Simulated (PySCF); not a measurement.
**`C[C@@H]1C[C@@H](C)S(=O)(=O)O1`, C₅H₁₀O₃S**

Molfile (atoms numbered from 1):
```
C5H10O3S
     RDKit          3D

 19 19  0  0  0  0  0  0  0  0999 V2000
    2.2499   -0.1617   -0.3085 C   0  0  0  0  0  0  0  0  0  0  0  0
    1.2548   -0.4986    0.7981 C   0  0  2  0  0  0  0  0  0  0  0  0
   -0.0539   -1.1022    0.2539 C   0  0  0  0  0  0  0  0  0  0  0  0
   -0.8751    0.0535   -0.2822 C   0  0  1  0  0  0  0  0  0  0  0  0
   -2.3665   -0.0600   -0.0742 C   0  0  0  0  0  0  0  0  0  0  0  0
   -0.2382    1.4791    0.6916 S   0  0  0  0  0  6  0  0  0  0  0  0
    0.3851    2.4123   -0.1967 O   0  0  0  0  0  0  0  0  0  0  0  0
   -1.1821    1.9922    1.6284 O   0  0  0  0  0  0  0  0  0  0  0  0
    0.8878    0.6608    1.5230 O   0  0  0  0  0  0  0  0  0  0  0  0
    1.8401    0.6149   -0.9482 H   0  0  0  0  0  0  0  0  0  0  0  0
    2.4778   -1.0468   -0.8971 H   0  0  0  0  0  0  0  0  0  0  0  0
    3.1693    0.2160    0.1306 H   0  0  0  0  0  0  0  0  0  0  0  0
    1.7142   -1.1739    1.5287 H   0  0  0  0  0  0  0  0  0  0  0  0
    0.1556   -1.8542   -0.5061 H   0  0  0  0  0  0  0  0  0  0  0  0
   -0.5916   -1.5756    1.0778 H   0  0  0  0  0  0  0  0  0  0  0  0
   -0.6241    0.2962   -1.3128 H   0  0  0  0  0  0  0  0  0  0  0  0
   -2.8677    0.8159   -0.4783 H   0  0  0  0  0  0  0  0  0  0  0  0
   -2.5858   -0.1086    0.9897 H   0  0  0  0  0  0  0  0  0  0  0  0
   -2.7594   -0.9499   -0.5642 H   0  0  0  0  0  0  0  0  0  0  0  0
  1  2  1  0
  2  3  1  0
  3  4  1  0
  4  5  1  0
  4  6  1  0
  6  7  2  0
  6  8  2  0
  6  9  1  0
  9  2  1  0
  1 10  1  0
  1 11  1  0
  1 12  1  0
  2 13  1  1
  3 14  1  0
  3 15  1  0
  4 16  1  6
  5 17  1  0
  5 18  1  0
  5 19  1  0
M  END
```

The calculation used PySCF 2.14.0, GIAO B3LYP/pcSseg-1 magnetisability, rotational g tensor and spin-rotation constants, non-relativistic, gas phase. Geometry: GFN2-xTB.

(1) What are the magnetisability and the molar susceptibility?

(2) Split it along the inertial axes a, b, c into diamagnetic and paramagnetic parts about the centre of mass, with the quadrupole moment.

(3) And the rotational g tensor?

Answers

(1) Isotropic -1445 × 10⁻³⁰ J/T², or -87.0 × 10⁻⁶ cm³/mol; principal values -1476, -1443, -1416 × 10⁻³⁰ J/T², anisotropy 52 × 10⁻³⁰ J/T² (root of half the summed squared differences of the principal values). The susceptibility is in cgs units.

(2) 
| axis | χ (10⁻⁶ cm³/mol) | diamagnetic (10⁻⁶ cm³/mol) | paramagnetic (10⁻⁶ cm³/mol) | summed x² of all electrons (Å²) | quadrupole Θ (D Å) |
| --- | --- | --- | --- | --- | --- |
| a | -87.7 | -725.3 | 637.6 | 163.9 | +2.62 |
| b | -86.2 | -923.7 | 837.6 | 117.2 | -0.36 |
| c | -87.2 | -1192.7 | 1105.4 | 53.8 | -2.26 |

Anisotropies 2χaa − χbb − χcc = -2.0 and 2χbb − χaa − χcc = +2.6 × 10⁻⁶ cm³/mol. Θ is traceless in Buckingham's convention.

(3) 
| axis | rotational constant (GHz) | g | nuclear part | electronic part |
| --- | --- | --- | --- | --- |
| a | 2.0068 | -0.0229 | 0.5783 | -0.6011 |
| b | 1.5260 | -0.0172 | 0.5832 | -0.6005 |
| c | 1.1418 | -0.0117 | 0.5812 | -0.5930 |

Asymmetric top; isotopes 12C, 1H, 16O, 32S; no vibrational averaging.
